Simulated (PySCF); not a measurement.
Magnetic susceptibility: SMILES CCCO[C@@H]1C[C@@H]1F, C₆H₁₁FO

Geometry:
| atom | x (Å) | y (Å) | z (Å) |
| --- | --- | --- | --- |
| C1 | -2.529 | 0.646 | 1.734 |
| C2 | -1.913 | -0.023 | 0.513 |
| C3 | -0.466 | 0.405 | 0.306 |
| O4 | 0.027 | -0.249 | -0.853 |
| C5 | 1.317 | 0.111 | -1.193 |
| C6 | 2.164 | -0.928 | -1.869 |
| C7 | 2.503 | -0.489 | -0.479 |
| F8 | 2.284 | -1.369 | 0.538 |
| H9 | -1.974 | 0.384 | 2.633 |
| H10 | -3.560 | 0.325 | 1.860 |
| H11 | -2.516 | 1.729 | 1.627 |
| H12 | -1.938 | -1.107 | 0.625 |
| H13 | -2.482 | 0.233 | -0.383 |
| H14 | -0.403 | 1.496 | 0.170 |
| H15 | 0.142 | 0.134 | 1.180 |
| H16 | 1.426 | 1.153 | -1.500 |
| H17 | 1.714 | -1.903 | -1.960 |
| H18 | 2.810 | -0.643 | -2.683 |
| H19 | 3.385 | 0.104 | -0.273 |

Method: GIAO BHandHLYP/pcSseg-1 magnetisability, rotational g tensor and spin-rotation constants, non-relativistic, gas phase in PySCF. Geometry: GFN2-xTB.

Problem. What are the magnetisability and the molar susceptibility?

Solution. Isotropic -1367 × 10⁻³⁰ J/T², or -82.3 × 10⁻⁶ cm³/mol; principal values -1485, -1332, -1284 × 10⁻³⁰ J/T², anisotropy 182 × 10⁻³⁰ J/T² (root of half the summed squared differences of the principal values). The susceptibility is in cgs units.

Problem. Split it along the inertial axes a, b, c into diamagnetic and paramagnetic parts about the centre of mass, with the quadrupole moment.

Solution. 
| axis | χ (10⁻⁶ cm³/mol) | diamagnetic (10⁻⁶ cm³/mol) | paramagnetic (10⁻⁶ cm³/mol) | summed x² of all electrons (Å²) | quadrupole Θ (D Å) |
| --- | --- | --- | --- | --- | --- |
| a | -83.2 | -364.4 | 281.2 | 301.7 | +5.73 |
| b | -81.8 | -1400.7 | 1318.9 | 57.4 | -6.25 |
| c | -81.9 | -1523.6 | 1441.7 | 28.5 | +0.53 |

Anisotropies 2χaa − χbb − χcc = -2.6 and 2χbb − χaa − χcc = +1.5 × 10⁻⁶ cm³/mol. Θ is traceless in Buckingham's convention.

Problem. And the rotational g tensor?

Solution. 
| axis | rotational constant (GHz) | g | nuclear part | electronic part |
| --- | --- | --- | --- | --- |
| a | 4.5898 | -0.0117 | 0.5947 | -0.6064 |
| b | 0.9527 | +0.0001 | 0.5905 | -0.5904 |
| c | 0.8564 | -0.0015 | 0.5786 | -0.5801 |

Asymmetric top; isotopes 12C, 19F, 1H, 16O; no vibrational averaging.
